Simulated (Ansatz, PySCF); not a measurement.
System: C$_{2}$H$_{6}$BBr (charge 0, singlet). SMILES: CB(C)Br
Geometry: optimised at B3LYP-D3(BJ)/def2-TZVP (Ansatz, a quantum-chemistry and plane-wave program).

Wanted: atomisation energy (electronic, to ground-state atoms), in kcal/mol. Valence correlation only, unless marked. Open shells are spin-unrestricted. Spin-orbit coupling is left out. The frozen core is the preceding noble-gas configuration, with the filled d and f shells of earlier blocks. No relativistic terms. The coupled-cluster limit lacks core correlation, which all-electron functionals hold. Basis-set limits of correlation are two-point, X^-3; Hartree-Fock from the larger set. The bracket is a focal-point correction in the basis named.

```
level                                                                 program  atomisation energy (kcal/mol)
-------------------------------------------------------------  --------------  -----------------------------
HF-D4/def2-TZVPD                                                PySCF + dftd4                            ___
B3LYP/def2-TZVPD                                                       Ansatz                          892.4
PBE0-D4/def2-TZVP                                              Ansatz + dftd4                            ___
BHLYP-D4/def2-TZVPD                                            Ansatz + dftd4                            ___
TPSSh-D4/def2-TZVPD                                             PySCF + dftd4                          906.3
TPSSh/def2-TZVPD                                                        PySCF                          901.0
r2SCANh/def2-TZVPD                                                     Ansatz                          901.1
M06-2X/def2-TZVPD                                                       PySCF                          896.4
HSE06/def2-TZVPD                                                       Ansatz                          903.1
CAM-B3LYP-D3(BJ)/def2-TZVPD                                    Ansatz + dftd3                          901.7
LC-wPBE-D4/def2-TZVPD                                          Ansatz + dftd4                          901.4
B2PLYP-D3(BJ)/def2-TZVPD                                       Ansatz + dftd3                          891.7
SCS-MP2/STO-3G                                                         Ansatz                          965.0
CCSD/STO-3G                                                            Ansatz                          963.5
CCSD/6-31G*                                                            Ansatz                            ___
RI-MP2/CBS(aug-cc-pVTZ,aug-cc-pVQZ)+[CCSD(T)-MP2]/aug-cc-pVTZ          Ansatz                          896.6
```

**Question.** Complete the blanks.

**Answer.** 
- HF-D4/def2-TZVPD, atomisation energy (kcal/mol): 710.8
- PBE0-D4/def2-TZVP, atomisation energy (kcal/mol): 905.8
- BHLYP-D4/def2-TZVPD, atomisation energy (kcal/mol): 882.9
- CCSD/6-31G*, atomisation energy (kcal/mol): 820.2
